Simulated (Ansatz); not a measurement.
Geometry optimisation, Ansatz, RKS PBE-D4/def2-SVP.

Input:

```yaml
crystal:
  periodic: [false, false, false]
  atoms:
    - { symbol: Ga, position_ang: [0.0, 0.0, 0.0] }
    - { symbol: Cl, position_ang: [0.0, 0.0, 2.59] }
    - { symbol: H, position_ang: [1.3596, 0.0, -0.785] }
    - { symbol: C, position_ang: [-1.7147, 0.0, -0.99] }
    - { symbol: H, position_ang: [-2.2748, -0.9305, -0.7608] }
    - { symbol: H, position_ang: [-2.3188, 0.8797, -0.6846] }
    - { symbol: H, position_ang: [-1.513, 0.0508, -2.0803] }
    - { symbol: F, position_ang: [0.0836, -1.8961, 0.6306] }
    - { symbol: H, position_ang: [0.0624, -1.4154, 1.7691] }
basis:
  gaussian: { orbitals: def2-SVP }
hamiltonian:
  xc: pbe
  dispersion: d4
relax:
  f_tol: 0.15
  max_steps: 25
  restrain:
    - { distance: [0, 7], at: 1.7, k: 30.0 }
    - { distance: [8, 1], at: 1.37, k: 30.0 }
    - { distance: [0, 1], at: 3.44, k: 30.0 }
    - { distance: [8, 7], at: 2.12, k: 30.0 }
```

Run as:

```bash
$ ansatz run input.yaml --threads 2 --pin off --max-ram 3072MiB --backend cpu --events-out ev --progress --plain --runs-dir out
```

Problem. Where does it end, and by what steps?

Solution. The run converged. The restraints hold the end off the free minimum; the threshold counts their pulls, which the force column leaves out. Restrained pairs: Ga1–F8 (2.00 → 1.75 Å), Cl2–H9 (1.64 → 1.34 Å), Ga1–Cl2 (2.59 → 3.43 Å), F8–H9 (1.24 → 2.11 Å). After 7 steps the energy has fallen by 0.089 eV (the restraints' own energy left out); Ga1 moved furthest, 0.72 Å.

```csv
step,energy less start (eV),largest force component (eV/Å),accepted
0,0.0000,1.580,yes
1,0.2504,1.621,yes
2,0.1943,1.204,yes
3,0.0758,1.602,yes
4,-0.0092,1.377,yes
5,-0.0327,1.226,yes
6,-0.0761,1.291,yes
7,-0.0891,1.291,yes
```

```xyz
9
Properties=species:S:1:pos:R:3
Ga 0.139 -0.434 -0.560
Cl -0.309 -0.072 2.826
H 1.534 0.255 -0.803
C -1.725 -0.027 -0.998
H -2.397 -0.788 -0.560
H -2.005 0.973 -0.611
H -1.862 -0.020 -2.099
F 0.345 -1.959 0.272
H -0.035 -1.238 2.222
```

Time of the run: 8.9 s on 2 threads of Intel(R) Xeon(R) 6975P-C (Granite Rapids), on a shared host, peak memory 0.17 GiB.
